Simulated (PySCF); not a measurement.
C₂H₁₀O₂Si₂, SMILES [SiH3]O[SiH2][C@H](C)O.

Geometry optimised at ωB97X-D3(BJ)/def2-SVP. The structure was generated by enumeration; whether it is a known compound was not checked. One conformer was computed; it need not be the lowest.

Method: PySCF with ωB97X-D3(BJ)/def2-SVP.

Frequencies are harmonic and unscaled.

| mode | ν (cm⁻¹) | IR (km/mol) | moving atoms (share of kinetic energy) |
|---|---|---|---|
| 1 | 31 | 0.8 | O 41 %, H 22 %, Si 22 %, C 16 % |
| 2 | 48 | 0.1 | H 95 % |
| 3 | 77 | 0.1 | Si 40 %, O 29 %, H 21 %, C 11 % |
| 4 | 92 | 2.9 | O 58 %, H 24 %, C 10 %, Si 8 % |
| 5 | 152 | 3.7 | O 52 %, Si 21 %, H 17 %, C 10 % |
| 6 | 217 | 3.1 | C 34 %, H 33 %, O 23 %, Si 10 % |
| 7 | 255 | 0.8 | H 94 % |
| 8 | 365 | 5.7 | O 31 %, Si 31 %, H 23 %, C 15 % |
| 9 | 435 | 140.1 | H 85 % |
| 10 | 473 | 17.6 | C 35 %, H 33 %, O 16 %, Si 16 % |
| 11 | 606 | 5.2 | Si 43 %, H 22 %, C 19 %, O 16 % |
| 12 | 632 | 35.8 | H 74 %, Si 18 % |
| 13 | 674 | 1.2 | H 37 %, Si 28 %, C 26 %, O 9 % |
| 14 | 715 | 6.4 | H 93 % |
| 15 | 755 | 59.5 | H 73 %, O 14 %, Si 12 % |
| 16 | 763 | 88.6 | H 79 %, O 14 % |
| 17 | 895 | 348.3 | H 78 %, C 9 %, Si 8 % |
| 18 | 933 | 145.9 | H 57 %, C 24 %, O 14 % |
| 19 | 966 | 84.6 | H 96 % |
| 20 | 970 | 32.4 | H 94 % |
| 21 | 978 | 258.5 | H 91 % |
| 22 | 994 | 180.5 | H 77 %, C 12 % |
| 23 | 1024 | 130.0 | H 80 %, Si 11 % |
| 24 | 1081 | 265.1 | O 69 %, H 16 %, Si 13 % |
| 25 | 1111 | 42.3 | H 51 %, C 45 % |
| 26 | 1129 | 101.0 | C 43 %, H 30 %, O 26 % |
| 27 | 1236 | 7.1 | H 57 %, C 41 % |
| 28 | 1316 | 6.4 | H 71 %, C 28 % |
| 29 | 1396 | 5.8 | H 78 %, C 21 % |
| 30 | 1418 | 48.4 | H 81 %, C 14 % |
| 31 | 1469 | 8.9 | H 95 % |
| 32 | 1486 | 2.4 | H 96 % |
| 33 | 2241 | 91.4 | H 97 % |
| 34 | 2254 | 83.4 | H 96 % |
| 35 | 2258 | 152.3 | H 97 % |
| 36 | 2265 | 202.5 | H 97 % |
| 37 | 2283 | 103.5 | H 97 % |
| 38 | 3056 | 16.5 | H 97 % |
| 39 | 3095 | 14.4 | H 92 % |
| 40 | 3148 | 22.5 | H 91 %, C 9 % |
| 41 | 3162 | 14.4 | H 90 %, C 10 % |
| 42 | 3841 | 46.3 | H 94 % |
